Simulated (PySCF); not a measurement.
C₈H₁₂.
Atom-mapped SMILES: `[CH2:1]=[C:2](/[CH:3]=[CH:4]/[CH3:5])[CH:6]1[CH2:7][CH2:8]1` (hydrogens: H9, H10 on C1; H11 on C3; H12 on C4; H13, H14, H15 on C5; H16 on C6; H17, H18 on C7; H19, H20 on C8)

Geometry (PBE0-D3(BJ)/def2-SVP, Å), atoms numbered from 1 in this order:
```
atom  x, y, z in Å
C1    -0.500   -0.779    2.154
C2    -0.232   -0.492    0.868
C3     1.154   -0.441    0.398
C4     1.550   -0.116   -0.843
C5     2.969   -0.075   -1.298
C6    -1.310   -0.226   -0.129
C7    -2.659    0.293    0.264
C8    -1.702    1.191   -0.462
H9    -1.525   -0.845    2.526
H10    0.307   -0.961    2.870
H11    1.918   -0.694    1.144
H12    0.789    0.148   -1.586
H13    3.138   -0.765   -2.142
H14    3.242    0.930   -1.663
H15    3.665   -0.346   -0.491
H16   -1.294   -0.914   -0.982
H17   -2.847    0.502    1.319
H18   -3.528   -0.087   -0.279
H19   -1.220    1.985    0.115
H20   -1.903    1.446   -1.506
```

All values: B3LYP/def2-SVPD (PySCF, non-relativistic), on one gas-phase PBE0-D3(BJ)/def2-SVP geometry that isn't relaxed in the solvent. The solvent is an IEF-PCM continuum (van der Waals radii × 1.2), and excitations are vertical TDDFT with non-equilibrium linear response and a frozen core. Only the electrostatic response of the medium enters.

```json
{"run": "gas", "E − E(gas) (kcal/mol)": "0.00", "HOMO (eV)": "-6.18", "HOMO–LUMO gap (eV)": "5.35", "dipole (D)": "0.68", "lowest singlet (eV)": "5.44", "static polarisability (au)": "101.2"}
{"run": "P", "E − E(gas) (kcal/mol)": "-1.72", "HOMO (eV)": "-6.19", "HOMO–LUMO gap (eV)": "5.36", "dipole (D)": "0.90", "lowest singlet (eV)": "5.24", "static polarisability (au)": "128.3"}
{"run": "Q", "E − E(gas) (kcal/mol)": "-1.05", "HOMO (eV)": "-6.17", "HOMO–LUMO gap (eV)": "5.35", "dipole (D)": "0.81", "lowest singlet (eV)": "5.23", "static polarisability (au)": "117.1"}
```

Problem. The runs were made in benzene and chloroform. Which run belongs to which solvent?

Solution. P = chloroform, Q = benzene. The dielectric constants are 2.271 (benzene), 4.711 (chloroform), and the energy falls further as ε rises. The optical constants n² used for the excitations are 2.25, 2.09 in the same order. In this model the ground state sees the solvent through ε alone.

Problem. How constant is the ratio of the lowering to (ε − 1)/(2ε + 1)?

Solution. 
```json
{"solvent": "benzene", "(ε − 1)/(2ε + 1)": "0.229", "E − E(gas) (kcal/mol)": "-1.05", "ratio (kcal/mol)": "-4.6", "polarisation term (kcal/mol)": "-1.09"}
{"solvent": "chloroform", "(ε − 1)/(2ε + 1)": "0.356", "E − E(gas) (kcal/mol)": "-1.72", "ratio (kcal/mol)": "-4.8", "polarisation term (kcal/mol)": "-1.85"}
```

The ratio changes by +5.6 % in size from benzene to chloroform. The polarisation term is half the interaction of the solute with the induced surface charges.

Time: 77 s wall. Hardware: one thread of an x86-64 server (shared host). This is the whole response run at B3LYP/def2-SVPD in chloroform, SCF included.
